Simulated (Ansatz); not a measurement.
Pt4H7. The state is a doublet with charge 0. Geometry r2SCAN-D4/def2-SVP, basis def2-TZVP, Ansatz.

Cartesian coordinates in Å:
```
Pt -0.545 1.498 -0.676
Pt 0.783 -0.864 -0.745
Pt -1.451 -0.390 0.945
Pt 0.942 0.483 1.475
H -1.908 -1.434 -0.086
H 1.233 -0.485 2.643
H 2.149 -0.840 -1.453
H -0.062 2.307 -1.910
H -2.986 -0.463 0.669
H 0.557 2.503 -0.339
H 1.288 -2.313 -0.522
```

```
run  HOMO (eV)  LUMO (eV)
  A      -8.93      -0.10
  B      -6.60      -3.65
  C      -5.55      -4.69
  D      -5.66      -4.46
  E      -5.89      -4.42
```

In the def2 sets Pt takes a core potential; there is no spin–orbit coupling. The structure comes from a short search, and lower isomers may exist.

HOMO and LUMO are taken over both spins.

**Question.** The runs used B97M-V, HF, PBE, PBE0, r2SCAN. Estimate which is which.

**Answer.** A HF (100 % exact exchange); B PBE0 (25 % exact exchange); C PBE (0 % exact exchange); D B97M-V (0 % exact exchange); E r2SCAN (0 % exact exchange). Exact exchange lowers occupied and raises empty levels; among semilocal functionals meta-GGAs tend to open the gap a little, and such runs are hard to tell apart. The gap grows from 0.86 eV (PBE) to 8.83 eV (HF).
